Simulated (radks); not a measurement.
All-electron atom: Sm2+ in [Xe] 4f6. Calculated with a radial shooting solver on a logarithmic mesh with Libxc functionals: Dirac Kohn-Sham, PBE, spin-unpolarised, spherical densities, point nucleus; open shells are shared between the two j in proportion to 2j + 1; speed of light set to 411.108 atomic units (3 times the physical value, a model run).

Unscreened Slater integrals over Kohn-Sham orbitals (hartree). Large and small components are both included.

F0(4f7/2,4f7/2): 0.99696
F2(4f7/2,4f7/2): 0.46141
F4(4f7/2,4f7/2): 0.28711
F6(4f7/2,4f7/2): 0.20589
F0(4f7/2,4f5/2): 0.99771
F2(4f7/2,4f5/2): 0.46181
F4(4f7/2,4f5/2): 0.28736
G2(4f7/2,4f5/2): 0.46171
G4(4f7/2,4f5/2): 0.28730
G6(4f7/2,4f5/2): 0.20603
F0(4f7/2,5p3/2): 0.63746
F2(4f7/2,5p3/2): 0.22132
G2(4f7/2,5p3/2): 0.12111
G4(4f7/2,5p3/2): 0.092004
F0(4f7/2,5p1/2): 0.64038
G4(4f7/2,5p1/2): 0.093157
F0(4f5/2,4f5/2): 0.99847
F2(4f5/2,4f5/2): 0.46220
F4(4f5/2,4f5/2): 0.28762
F0(4f5/2,5p3/2): 0.63766
F2(4f5/2,5p3/2): 0.22117
G2(4f5/2,5p3/2): 0.12084
G4(4f5/2,5p3/2): 0.091828
F0(4f5/2,5p1/2): 0.64059
G2(4f5/2,5p1/2): 0.12248
F0(5p3/2,5p3/2): 0.53459
F2(5p3/2,5p3/2): 0.28834
F0(5p3/2,5p1/2): 0.53610
G2(5p3/2,5p1/2): 0.28912
F0(5p1/2,5p1/2): 0.53762
